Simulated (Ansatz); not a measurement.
A structure relaxed at PBE0-D4/def2-TZVP, charge 0, multiplicity 1:

```xyz
14

C    -2.005   -0.267    0.033
C    -0.520   -0.088   -0.026
C     0.452   -1.017    0.411
C     1.731   -0.535    0.046
C     1.556    0.699   -0.613
C     0.168    0.976   -0.653
Na    0.886    1.083    1.793
H    -2.382   -0.795   -0.851
H    -2.530    0.691    0.076
H    -2.310   -0.854    0.905
H     0.242   -1.970    0.882
H     2.672   -1.049    0.197
H     2.338    1.302   -1.058
H    -0.298    1.822   -1.143
```

Q: Give its formula and SMILES.

A: C6H7Na, `C[C@@]12[C@H]3[C@H]4[C@H]5[C@@H]1[Na]4532`.

Q: Point group (tolerance 0.08 Å, 0.16 Å for H)?

A: Cs.

Q: Summarise the bond lengths by kind.

A: 6 × C–C 1.410 to 1.496 Å; 7 × C–H 1.083 to 1.096 Å; 5 × C–Na 2.527 to 2.580 Å.

Program: Ansatz 0.2.0.
